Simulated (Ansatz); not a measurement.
FNa (SMILES [F][Na]), singlet, at a GFN2-xTB geometry (such geometries of metal compounds can be far from the true shape); Ansatz (an electronic-structure program) with PBE/def2-SV(P).

The Ansatz input:
Ansatz 0.2 input:
```yaml
crystal:
  periodic: [false, false, false]
  atoms:
    - {symbol: Na, position_ang: [-0.00000000, -0.00000000, -0.78691227]}
    - {symbol: F, position_ang: [0.00000000, 0.00000000, 0.96178167]}
basis:
  gaussian:
    orbitals: def2-SV_P_.json
hamiltonian:
  xc: pbe
```
The basis file holds def2-SV(P) in the JSON format of the Basis Set Exchange.

It wrote (shortened):

```
Functional definition: PBE
323 factors; their error is unknown
mean field evaluation 1: about -7119.7818 eV, gradient 5.1e1 eV
mean field evaluation 2: about -6875.4385 eV, gradient 2.2e2 eV
mean field evaluation 4: about -7124.1276 eV, gradient 4.5e0 eV
mean field evaluation 8: about -7124.1238 eV, gradient 4.6e-2 eV
mean field -7124.12383715 eV, -261.8067221108 hartree, gradient 4.1e-5 eV, S^2 0.000000; 0 other end points of the search recorded, 0 dependent functions left out
reference -7124.12388697 eV, -261.8067239414 hartree; 10, 10 occupied and 19, 19 virtual orbitals, 323 factors
Total energy: -7124.12388697 eV, -261.8067239414 hartree
```
